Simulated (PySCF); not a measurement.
C7H8NO (doublet state).
Z-matrix (Å and degrees, GFN2-xTB geometry), rows numbered from 1:
```
C 
C   1  1.5121
O   2  1.2057  1  124.25
N   2  1.3813  1  112.21  3   179.91
C   4  1.3634  2  127.70  1   179.95
C   5  1.4303  4  123.10  2   179.94
C   6  1.3616  5  107.36  4   179.95
C   7  1.4483  6  108.30  5     0.01
C   8  1.3636  7  108.82  6    -0.01
H   1  1.0860  2  109.03  3     0.14
H   1  1.0885  2  110.33  3   120.03
H   1  1.0886  2  110.34  3  -119.74
H   4  1.0130  2  117.06  1    -0.06
H   6  1.0743  5  124.93  4    -0.08
H   7  1.0740  6  126.98  5   179.99
H   8  1.0739  7  124.50  6   179.93
H   9  1.0707  5  124.87  4     0.03
```

The hyperfine couplings belong to this conformer and change with its torsions.

As a line formula: `CC(=O)N[C]1C=CC=C1` [radical].

Method used: UKS B3LYP, pcH-1 on C H N O, non-relativistic, mean-field spin-orbit, GIAO (PySCF). Isolated species at its GFN2-xTB geometry (one conformer only). Couplings are sensitive to structure, and on GFN2-xTB geometries they can be far from those on DFT ones. The SCF solution wasn't tested for stability.

Question: Predict the first-order ENDOR lines of N4, H16, H15, H13, H10/H11/H12 and H14 under fast tumbling at B = 347.6 mT (X band).

Answer: For S = 1/2 in fast tumbling each set of equivalent nuclei gives two lines, ν± = |νn ± a/2| to first order, with νn = g_N μN B/h and μN/h = 7.62259 MHz/T.

```json
{"nuclei": "N4", "isotope": "14N", "g_N": "0.4038", "νn (MHz)": "1.07", "a_iso (MHz)": "1.42", "lower line (MHz)": "0.36", "upper line (MHz)": "1.78"}
{"nuclei": "H16", "isotope": "1H", "g_N": "5.5857", "νn (MHz)": "14.80", "a_iso (MHz)": "-19.82", "lower line (MHz)": "4.89", "upper line (MHz)": "24.71"}
{"nuclei": "H15", "isotope": "1H", "g_N": "5.5857", "νn (MHz)": "14.80", "a_iso (MHz)": "-19.48", "lower line (MHz)": "5.06", "upper line (MHz)": "24.54"}
{"nuclei": "H13", "isotope": "1H", "g_N": "5.5857", "νn (MHz)": "14.80", "a_iso (MHz)": "-8.19", "lower line (MHz)": "10.71", "upper line (MHz)": "18.89"}
{"nuclei": "H10/H11/H12", "isotope": "1H", "g_N": "5.5857", "νn (MHz)": "14.80", "a_iso (MHz)": "3.42", "lower line (MHz)": "13.09", "upper line (MHz)": "16.51"}
{"nuclei": "H14", "isotope": "1H", "g_N": "5.5857", "νn (MHz)": "14.80", "a_iso (MHz)": "-0.55", "lower line (MHz)": "14.52", "upper line (MHz)": "15.08"}
```

Question: Which pairs are centred on the nuclear Larmor frequency, and which on half the coupling?

Answer: Centred on νn, since |a| < 2νn: N4, H16, H15, H13, H10/H11/H12 and H14. No pair has |a| > 2νn.

Question: At what field would the lower line of H16 fall to zero frequency?

Answer: Where νn = |a|/2, that is B = 9.91 MHz/(5.5857 × 7.62259 MHz/T) = 233 mT, as far as first order holds there.

Means are taken over nuclei equivalent by connectivity, which assumes that they swap fast. C6 and C9, with what hangs on them, aren't averaged: C5 is flat or nearly so (angle sum 360°), and its turn about the short C5–N4 bond (1.36 Å) is taken as slow. The three 1H nuclei of mean +3.4 MHz run from -0.5 to 5.4 MHz in the frozen geometry.

The largest Mulliken spin populations are on C5 (+0.46), C8 (+0.27), C7 (+0.27) and N4 (+0.07). Three atoms exceed +0.15.
